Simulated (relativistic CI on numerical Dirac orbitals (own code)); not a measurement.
# K VI: sensitivity of the levels to the model

Base calculation: Dirac-Coulomb-Breit CI, KLI orbitals optimised for each configuration, a model potential for QED, valence Slater integrals scaled by 0.85, P86 correlation energy added to each configuration.

CI space (outside the closed core [Ne]): 3s²3p², 3s3p³, 3s²3p3d, 3p⁴, 3s3p²3d, 3s²3p4s, 3p³3d, 3s²3p4p, 3s3p3d², 3s²3p4d, 3s²3p4f, 3s3p²4s, 3s²3p5s, 3s²3p5p, 3s3p²4p, 3s²3p5d, 3s²3p5f, 3s²3p5g, 3s²3p6s, 3s3p²4d, 3s²3p6p, 3s²3p6d, 3s3p²4f, 3s²3d4p, 3s3p²5s, 3p³4s, 3s3p²5p, 3s3p²5d, 3s3p3d4s, 3p³4p, 3s3p²5f, 3s3p²5g, 3s3p²6s, 3s²3d², 3s3d³, 3p²3d², 3p3d³, 3p3d²4s, 3p3d²4p, 3p3d²4d, 3s²3d4s, 3s3d²4s. Double excitations out of closed p, d and f shells are left out; levels of such configurations are missing from the list, as are those of other unlisted configurations, and high levels can miss mixing partners. These lack a partner that the ground configuration has and come out too high: 3s3p²4p, 3s3p²4d, 3s3p²4f, 3s3p²5s, 3s3p²5p.

The lowest level and the first level of each name with at least 55 % of one term (blank where a level has no safe partner in the second run):

| Level | Base (cm⁻¹) | Shift (cm⁻¹) |
| --- | --- | --- |
| 3s²3p² ³P0 | 0.0 | 0.0 |
| 3s²3p² ³P1 | 1130.6 | -0.5 |
| 3s²3p² ³P2 | 2908.4 | -0.8 |
| 3s²3p² ¹D2 | 18501.7 | +4.9 |
| 3s²3p² ¹S0 | 41397.2 | +16.9 |
| 3s3p³ ⁵S°2 | 104308.2 | +116.3 |
| 3s3p³ ³D°1 | 143841.5 | +59.3 |
| 3s3p³ ³D°2 | 143886.4 | +59.5 |
| 3s3p³ ³D°3 | 144085.6 | +59.4 |
| 3s3p³ ³P°0 | 164543.0 | +64.8 |
| 3s3p³ ³P°1 | 164565.4 | +64.7 |
| 3s3p³ ³P°2 | 164590.7 | +64.4 |
| 3s3p³ ¹D°2 | 182283.5 | +14.7 |
| 3s3p³ ³S°1 | 215834.1 | +124.2 |

At this charge configurations can still be misplaced by up to about 7 % of their energy. 25 of the 25 excited levels that our extract of the measured tables holds in this range could be paired (the sources list more); they are missed by 1560 cm⁻¹ on average and 3411 at most, and levels without a partner can miss by more.

**Question.** One thing was changed in a second run, which moved the levels as shown. Which?
A. no correlation estimate
B. QED terms removed
C. Slater integrals left unscaled
D. configuration mixing switched off
E. Breit term removed
F. one mean potential for all configurations

**Answer.** F. One mean potential for all configurations. One potential for all configurations removes the relaxation of the orbitals, which moves whole configurations and changes the integrals a little.

LS names give the leading component of a level, which can be under half, so a name can repeat, a term be missing and a line seem to break the LS rules.
